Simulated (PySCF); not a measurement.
Orbital picture of BTe⁺

PBE at R = 2.070 Å; basis B aug-cc-pVDZ, Te aug-cc-pVDZ-PP with ECP28; scalar-relativistic core potentials; PySCF 2.14. State: ³Π (triplet), unpaired electrons σ ↑, π ↑. Only the outer orbitals are listed, counted within each symmetry, core potentials removing the inner ones.

| spin | orbital | occ. | ε (eV) | on B (%) | main shells (%) |
| --- | --- | --- | --- | --- | --- |
| α | 5σ | 1 | -23.74 | 28 | 72 Te s, 18 B s, 9 B p |
| α | 6σ | 1 | -17.48 | 65 | 68 B s, 18 Te p, 17 Te s |
| α | 3π | 1 | -14.09 | 20 | 79 Te p, 19 B p |
| α | 7σ | 1 | -13.49 | 72 | 42 B p, 30 B s, 29 Te p |
| α | 3π | 1 | -13.27 | 26 | 73 Te p, 25 B p |
| α | 4π | 0 | -10.26 | 76 | 78 B p, 21 Te p |
| α | 4π | 0 | -9.79 | 71 | 72 B p, 26 Te p |
| α | 8σ | 0 | -6.26 | 28 | 51 Te p, 31 B p, 22 Te d |
| β | 5σ | 1 | -22.99 | 31 | 69 Te s, 19 B s, 11 B p |
| β | 6σ | 1 | -16.55 | 55 | 52 B s, 27 Te p, 18 Te s |
| β | 3π | 1 | -12.88 | 21 | 78 Te p, 19 B p |
| β | 3π | 0 | -12.75 | 21 | 79 Te p, 19 B p |
| β | 7σ | 0 | -10.97 | 78 | 48 B s, 29 B p, 23 Te p |
| β | 4π | 0 | -8.95 | 75 | 76 B p, 21 Te p |

Q: Which are the highest filled and the lowest empty level, where do they sit, and how wide is the gap?

A: Highest filled β 3π at -12.88 eV (in %: 78 Te p, 19 B p); lowest empty β 3π at -12.75 eV (in %: 79 Te p, 19 B p); the gap at PBE is 0.13 eV. Both belong to one degenerate shell, split only by its one-sided filling, so this is no excitation gap.

```json
{"bond order (Mayer)": "1.54", "⟨S²⟩": "2.006", "charge on B (Mulliken, basis-dependent)": "-0.17", "charge on B (Löwdin, basis-dependent)": "0.04", "dipole moment (positive dipole points towards Te; it is taken about the centre of mass and depends on that origin)": "-2.24 D", "polarisability along the bond": "58.8 bohr³", "polarisability across the bond": "33.9 bohr³"}
```

Spin–orbit coupling is left out. The state was picked by a PBE0 search and need not be the measured ground state.
